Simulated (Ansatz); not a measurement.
Stepwise reaction of `OB(O)S` with hydrogen, as a gas-phase model of exchange steps in deposition or etching. ΔE in kJ/mol; ΔG adds harmonic PBE0-D4 terms to CCSD(T)/CBS, at 1 bar.

Gas-phase electronic energies from Ansatz, PBE0-D4/def2-TZVP geometries. CCSD(T)/CBS adds triple-zeta CCSD(T) − MP2 to the extrapolated MP2 energy (def2 sets, frozen cores). This one scheme is used for every species. Functionals use def2-TZVPP. B3LYP here is the variant with VWN-RPA as its local correlation; programs differ in this. One conformer a species, not always the lowest.

```csv
step,reaction,PBE-D4,B3LYP-D4,ωB97M-V,CCSD(T)/CBS,ΔG(400 K)
1,`OB(O)S` + H₂ → `OBS` + H₂O,94.0,97.5,98.4,92.7,92.3
```

Question: Give the row of step 2, `OBS` + H₂ → `BS` + H₂O. (Best estimate.)

Answer: The calculation gave: 
```json
{"step": "2", "reaction": "`OBS` + H₂ → `BS` + H₂O", "PBE-D4": "101.6", "B3LYP-D4": "101.0", "ωB97M-V": "100.6", "CCSD(T)/CBS": "95.0", "ΔG(400 K)": "92.8"}
```

Question: By hand: ΔE of the 2 steps together at CCSD(T)/CBS.

Answer: (92.7) + (95.0) = 187.7 kJ/mol, or 93.8 kJ/mol a step.

In ΔE the steps differ by no more than 2.3 kJ/mol. All are uphill at CCSD(T)/CBS. ΔG lies between 92.3 and 92.8 kJ/mol a step. PBE-D4 differs from CCSD(T)/CBS by 1.3 to 6.6 kJ/mol a step. Isolated molecules leave out the surface, adducts and barriers. Largest T1 diagnostic: 0.015.
